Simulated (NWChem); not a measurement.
System: C3H8N2; SMILES NC1CNC1

Excerpt of the output:

```
             Northwest Computational Chemistry Package (NWChem) 7.3.0
             --------------------------------------------------------

 C1  symmetry detected

                             Geometry "geometry" -> ""
                             -------------------------

 Output coordinates in angstroms (scale by  1.889725989 to convert to a.u.)

  No.       Tag          Charge          X              Y              Z
 ---- ---------------- ---------- -------------- -------------- --------------
    1 N                    7.0000     0.06847281     1.73591676    -0.32219044
    2 C                    6.0000    -0.00723819     0.55720772     0.49921264
    3 C                    6.0000     1.05822326    -0.49854634     0.15586271
    4 N                    7.0000     0.02240364    -1.34065465    -0.45082225
    5 C                    6.0000    -1.05131200    -0.52760725     0.12603886
    6 H                    1.0000     0.10304524     1.47016788    -1.30090652
    7 H                    1.0000    -0.74679584     2.32312146    -0.18201714
    8 H                    1.0000    -0.03112160     0.87140263     1.54521115
    9 H                    1.0000     1.55230752    -0.92127021     1.03607537
   10 H                    1.0000     1.81438012    -0.17796427    -0.56307569
   11 H                    1.0000     0.03164997    -2.31856644    -0.18638182
   12 H                    1.0000    -1.79879044    -0.23703562    -0.61790835
   13 H                    1.0000    -1.55884852    -0.96301506     0.99340664

 Effective nuclear repulsion energy (a.u.)     189.2693186194

                                Z-matrix (autoz)
                                --------

 Units are Angstrom for bonds and degrees for angles

[...]

      ----------------------
      Optimization converged
      ----------------------

  Step       Energy      Delta E   Gmax     Grms     Xrms     Xmax
  ---- ---------------- -------- -------- -------- -------- --------
@   18    -228.57797044 -4.6D-07  0.00004  0.00001  0.00058  0.00125
                                     ok       ok       ok       ok

                                Z-matrix (autoz)
                                --------

 Units are Angstrom for bonds and degrees for angles

[...]

 Rotational Constants
 --------------------
 A=   0.301266 cm-1  (  0.433445 K)
 B=   0.156280 cm-1  (  0.224847 K)
 C=   0.130150 cm-1  (  0.187253 K)

 Temperature                      =   298.15K
 frequency scaling parameter      =   1.0000

 Zero-Point correction to Energy  =   73.682 kcal/mol  (  0.117420 au)
 Thermal correction to Energy     =   76.902 kcal/mol  (  0.122552 au)
 Thermal correction to Enthalpy   =   77.494 kcal/mol  (  0.123495 au)

 Total Entropy                    =   71.437 cal/mol-K
   - Translational                =   38.724 cal/mol-K (mol. weight =  72.0687)
   - Rotational                   =   25.068 cal/mol-K (symmetry #  =        1)
   - Vibrational                  =    7.644 cal/mol-K

 Cv (constant volume heat capacity) =   18.535 cal/mol-K
   - Translational                  =    2.979 cal/mol-K
   - Rotational                     =    2.979 cal/mol-K
   - Vibrational                    =   12.576 cal/mol-K

[normal modes left out]

 ----------------------------------------------------------------------------
 Normal Eigenvalue ||           Projected Infra Red Intensities
  Mode   [cm**-1]  || [atomic units] [(debye/angs)**2] [(KM/mol)] [arbitrary]
 ------ ---------- || -------------- ----------------- ---------- -----------
    1       -0.000 ||    0.000569           0.013         0.555       0.260
    2       -0.000 ||    0.000204           0.005         0.199       0.093
    3       -0.000 ||    0.000033           0.001         0.033       0.015
    4       -0.000 ||    0.000625           0.014         0.610       0.286
    5        0.000 ||    0.001189           0.027         1.159       0.543
    6        0.000 ||    0.000119           0.003         0.116       0.054
    7      142.472 ||    0.008004           0.185         7.803       3.657
    8      315.149 ||    0.043136           0.995        42.051      19.707
    9      381.826 ||    0.014591           0.337        14.224       6.666
   10      418.143 ||    0.008989           0.207         8.763       4.107
   11      675.548 ||    0.093074           2.147        90.733      42.522
   12      827.481 ||    0.019410           0.448        18.922       8.868
   13      848.984 ||    0.023875           0.551        23.275      10.908
   14      906.348 ||    0.107341           2.476       104.641      49.040
   15      938.700 ||    0.029542           0.682        28.799      13.497
   16      966.676 ||    0.002070           0.048         2.018       0.946
   17     1021.377 ||    0.044768           1.033        43.642      20.453
   18     1043.127 ||    0.003998           0.092         3.897       1.826
   19     1069.268 ||    0.017272           0.398        16.838       7.891
   20     1123.936 ||    0.016896           0.390        16.471       7.719
   21     1150.059 ||    0.005430           0.125         5.293       2.481
   22     1199.188 ||    0.006708           0.155         6.539       3.064
   23     1244.147 ||    0.015689           0.362        15.294       7.168
   24     1281.173 ||    0.004160           0.096         4.055       1.901
   25     1297.437 ||    0.007089           0.164         6.911       3.239
   26     1359.281 ||    0.001318           0.030         1.285       0.602
   27     1388.622 ||    0.010145           0.234         9.890       4.635
   28     1442.303 ||    0.011628           0.268        11.336       5.313
   29     1529.748 ||    0.002111           0.049         2.058       0.964
   30     1557.925 ||    0.004810           0.111         4.689       2.198
   31     1697.949 ||    0.029991           0.692        29.237      13.702
   32     2992.015 ||    0.092958           2.145        90.620      42.469
   33     3009.204 ||    0.071792           1.656        69.986      32.799
   34     3056.892 ||    0.054565           1.259        53.193      24.929
   35     3079.316 ||    0.038507           0.888        37.539      17.593
   36     3100.044 ||    0.056034           1.293        54.624      25.600
   37     3455.348 ||    0.001139           0.026         1.111       0.520
   38     3505.820 ||    0.003488           0.080         3.400       1.593
   39     3540.305 ||    0.000379           0.009         0.369       0.173
 ----------------------------------------------------------------------------
```

Level: B3LYP/6-31G* (spherical d). B3LYP is NWChem's, with the RPA form of VWN correlation.

Task: Which NWChem input produces such a log?

Result: One answer among several that fit: the input that was run:
```
start job
memory heap 200 mb stack 900 mb global 1100 mb
geometry units angstroms
  N      1.615413     0.337791     0.627039
  C      0.427830     0.606887    -0.139136
  C     -0.873138     0.420917     0.661246
  N     -1.152124    -0.809532    -0.085947
  C     -0.109428    -0.510811    -1.070950
  H      1.527464    -0.559904     1.091917
  H      2.430561     0.303765     0.024132
  H      0.544492     1.581849    -0.617927
  H     -1.593176     1.232313     0.517125
  H     -0.739170     0.243119     1.729824
  H     -2.092907    -0.906892    -0.448954
  H      0.561058    -1.358966    -1.237368
  H     -0.466060    -0.140328    -2.037933
end
basis spherical
  * library 6-31g*
end
dft
  xc b3lyp
  iterations 150
end
driver
  maxiter 120
end
task dft optimize
task dft freq
```
